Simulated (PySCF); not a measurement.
# Radial density of Sb (antimony, neutral)

UHF, [Kr] 4d10 5s2 5p2 5d1, one real determinant (an excited configuration). Computed with PySCF 2.14 in aug-cc-pwCVDZ-PP with ECP28MDF (6s5p4d1f, 48 functions), with scalar relativity through the core potential. This is the valence pseudo-density: the core potential removes the inner electrons and smooths the orbitals near the nucleus.

```
r (bohr)  4πr²ρ (e/bohr)  4πr²(ρα − ρβ)
 0.00494       1.386e-05         0.0000
 0.00830       3.834e-05         0.0000
  0.0140       0.0001020         0.0000
  0.0235       0.0002441         0.0000
  0.0395       0.0004630         0.0000
  0.0665       0.0008498         0.0000
   0.112        0.005598         0.0000
   0.188         0.07102         0.0002
   0.316           1.196         0.0064
   0.532           13.78         0.1043
   0.895           22.35         0.0197
    1.51           5.726         0.3651
    2.53           1.977         1.0161
    4.26          0.5992         0.5348
    7.16         0.03728         0.0370
```

⟨L²⟩ = 8.01 against 12 for a pure F term, so this real determinant mixes terms. Energies and moments cover only the electrons outside the core potential. The outer electron is Rydberg-like, and this basis confines it to a smaller radius and binds it less than a complete one would.
